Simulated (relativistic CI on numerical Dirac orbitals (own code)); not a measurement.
Mo⁵⁺: resonant inelastic scattering at the M2,3 edge

Computed with this model: Dirac-Coulomb-Breit CI, separate exchange-only KLI orbitals for each configuration, model QED (radiative potential, 1s self-energy scaled to tabulated hydrogen-like ionisation energies), valence Slater integrals scaled by 0.8, Kramers-Heisenberg scattering through one core-hole configuration in a parametric crystal field; configurations [Kr] 4d → [Ne] 3s2 3p5 3d10 4s2 4p6 4d2; 300 K; core-hole width 3 eV; summed over polarisations. Incident energies are the highest absorption maxima for each field (at most a few, so the weaker spin-orbit partner edge can be absent), on the computed scale of the free ion. Intensities are in per cent of the strongest line above 0.02 eV; levels within 1 cm⁻¹ are merged; final levels count from the ground level, the first row holds all elastic scattering, lines under 0.4 are left out and each table stops after 24 rows. The scale of the Slater integrals is a model choice and moves the terms in proportion.

Field parameters in Wybourne normalisation: Oh B⁴₀ = 21Dq, B⁴₄ = √(5/14) B⁴₀. The field is a parameter set, without covalency.

S is read from ⟨S²⟩ = S(S + 1).

Oh, 10Dq = 8500 cm⁻¹:

```csv
Final level (eV),Degeneracy,Irrep,S,405.4 eV,422.5 eV
0.000,4,Γ8,0.50,2348.0,368.7
0.202,2,Γ7,0.50,100.0,11.8
1.154,4,Γ8,0.50,94.6,33.6
```

Oh, 10Dq = 19250 cm⁻¹:

```
Final level (eV)  Degeneracy  Irrep     S  405.6 eV  422.8 eV
           0.000           4     Γ8  0.50    1846.4     332.4
           0.191           2     Γ7  0.50      97.8       7.0
           2.466           4     Γ8  0.50     100.0      34.5
```

For the first field the strongest loss at the lowest incident energy is the level at 0.20 eV (S = 0.50, against 0.50 in the thermal ground state).
